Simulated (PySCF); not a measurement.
**`CN(C)/C=C/C=[N+](C)C`, [C₇H₁₅N₂]+, charge +1**

Molfile (atoms numbered from 1):
```
C7H15N2
     RDKit          3D

 24 23  0  0  0  0  0  0  0  0999 V2000
    3.7314    0.9909   -0.3662 C   0  0  0  0  0  0  0  0  0  0  0  0
    2.5369    0.1732   -0.2508 N   0  0  0  0  0  0  0  0  0  0  0  0
    2.7060   -1.2691   -0.2867 C   0  0  0  0  0  0  0  0  0  0  0  0
    1.3417    0.7130   -0.1230 C   0  0  0  0  0  0  0  0  0  0  0  0
    0.1323    0.0294   -0.0077 C   0  0  0  0  0  0  0  0  0  0  0  0
   -1.0429    0.7685    0.1204 C   0  0  0  0  0  0  0  0  0  0  0  0
   -2.2630    0.2858    0.2394 N   0  0  0  0  0  0  0  0  0  0  0  0
   -2.5026   -1.1470    0.2465 C   0  0  0  0  0  0  0  0  0  0  0  0
   -3.4165    1.1590    0.3660 C   0  0  0  0  0  0  0  0  0  0  0  0
    3.4657    2.0535   -0.3098 H   0  0  0  0  0  0  0  0  0  0  0  0
    4.2326    0.8003   -1.3275 H   0  0  0  0  0  0  0  0  0  0  0  0
    4.4327    0.7569    0.4490 H   0  0  0  0  0  0  0  0  0  0  0  0
    3.7691   -1.5066   -0.4040 H   0  0  0  0  0  0  0  0  0  0  0  0
    2.3470   -1.7263    0.6483 H   0  0  0  0  0  0  0  0  0  0  0  0
    2.1552   -1.7046   -1.1346 H   0  0  0  0  0  0  0  0  0  0  0  0
    1.3286    1.8084   -0.1079 H   0  0  0  0  0  0  0  0  0  0  0  0
    0.1058   -1.0598   -0.0180 H   0  0  0  0  0  0  0  0  0  0  0  0
   -0.9763    1.8620    0.1263 H   0  0  0  0  0  0  0  0  0  0  0  0
   -2.1639   -1.6027   -0.6968 H   0  0  0  0  0  0  0  0  0  0  0  0
   -3.5762   -1.3343    0.3573 H   0  0  0  0  0  0  0  0  0  0  0  0
   -1.9758   -1.6253    1.0865 H   0  0  0  0  0  0  0  0  0  0  0  0
   -3.9377    0.9661    1.3160 H   0  0  0  0  0  0  0  0  0  0  0  0
   -3.0974    2.2080    0.3440 H   0  0  0  0  0  0  0  0  0  0  0  0
   -4.1192    0.9843   -0.4630 H   0  0  0  0  0  0  0  0  0  0  0  0
  1  2  1  0
  2  3  1  0
  2  4  1  0
  4  5  2  0
  5  6  1  0
  6  7  2  0
  7  8  1  0
  7  9  1  0
  1 10  1  0
  1 11  1  0
  1 12  1  0
  3 13  1  0
  3 14  1  0
  3 15  1  0
  4 16  1  0
  5 17  1  0
  6 18  1  0
  8 19  1  0
  8 20  1  0
  8 21  1  0
  9 22  1  0
  9 23  1  0
  9 24  1  0
M  CHG  1   7   1
M  END
```

Method used: quadratic response CAM-B3LYP/def2-SVPD first hyperpolarisability, Taylor convention, gas phase in PySCF 2.14.0. Geometry: PBE0-D3(BJ)/def2-SVP.

Question: Give the tensor of the static β(0;0,0) in the axes of these coordinates.

Answer: In au, Taylor convention; rows are the first index (the induced dipole):
|  | xx | yy | zz | xy | xz | yz |
| --- | --- | --- | --- | --- | --- | --- |
| x | -20.0 | +12.3 | +1.2 | -276.7 | -0.8 | +31.7 |
| y | -276.7 | -26.5 | +26.4 | +12.3 | +31.7 | -2.3 |
| z | -0.8 | -2.3 | +1.3 | +31.7 | +1.2 | +26.4 |

Norm of βᵢ = ⅓ Σⱼ (βᵢⱼⱼ + βⱼᵢⱼ + βⱼⱼᵢ): 276.9 au, hyper-Rayleigh value 169.2 au.
